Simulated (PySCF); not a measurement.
# Worked example: refractive index and permittivity of the vapour

Si(NH2)2 (H4N2Si), SMILES N[Si]N (connectivity only; charge and spin as stated), neutral, multiplicity 1.

Geometry: B3LYP-D3(BJ)/def2-TZVP. The values are those of a single conformer.

PBE0/def2-TZVPD run with PySCF gives a mean static polarisability of 51.8 bohr³ and a dipole moment of 2.19 D. Take an ideal gas at 298.15 K and 0.1 bar, whether or not the substance is that volatile.

### Question
Work out n − 1 in the optical limit and the static ε − 1.

### Answer

Polarisability volume α' = 51.8 × 0.148185 = 7.68 Å³. Number density N = p/kT = 2.43e-6 Å⁻³.
Dilute limit of Lorentz–Lorenz: n − 1 = 2π N α' = 0.00012.
Orientation term of Debye: μ²/(3kT) = 8.098 Å³ × μ²(D²) = 38.84 Å³.
ε − 1 = 4π N (α' + μ²/3kT) = 0.0014. Orientation of the dipole supplies 83 % of the static response; it can't follow optical fields. Vibrational polarisation and dispersion are left out.
